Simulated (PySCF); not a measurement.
Si(CCH)(OH)3 (C₂H₄O₃Si), SMILES C#C[Si](O)(O)O.

Geometry: PBE-D3(BJ)/def2-SVP. This is a generated structure with no PubChem entry under its InChIKey; it may be hypothetical. Other conformers were not sampled.

Two levels are set side by side: PBE/def2-TZVP (PySCF) and ωB97X/def2-TZVP (PySCF). Same geometry, gas phase. Differences are taken from unrounded values.

```json
[
 {"quantity": "orbital gap (eV)", "ωB97X": "12.79", "PBE": "5.92", "PBE minus ωB97X": "-6.87"},
 {"quantity": "highest occupied level (eV)", "ωB97X": "-10.90", "PBE": "-7.13", "PBE minus ωB97X": "3.77"},
 {"quantity": "lowest empty level (eV)", "ωB97X": "1.89", "PBE": "-1.21", "PBE minus ωB97X": "-3.10"},
 {"quantity": "dipole moment (D)", "ωB97X": "2.96", "PBE": "2.60", "PBE minus ωB97X": "-0.36"},
 {"quantity": "mean polarisability (bohr³)", "ωB97X": "52.6", "PBE": "56.3", "PBE minus ωB97X": "3.7"}
]
```

PBE's occupied levels lie high since its potential decays too fast outside the molecule; exact exchange lowers them and widens the gap. Loosely held outer electrons make PBE densities more polarisable. Differences between two approximate levels are no errors against the true value.

Rough cost on one machine, each run with all the roots and properties that it gave: ωB97X against PBE within a factor of 2.
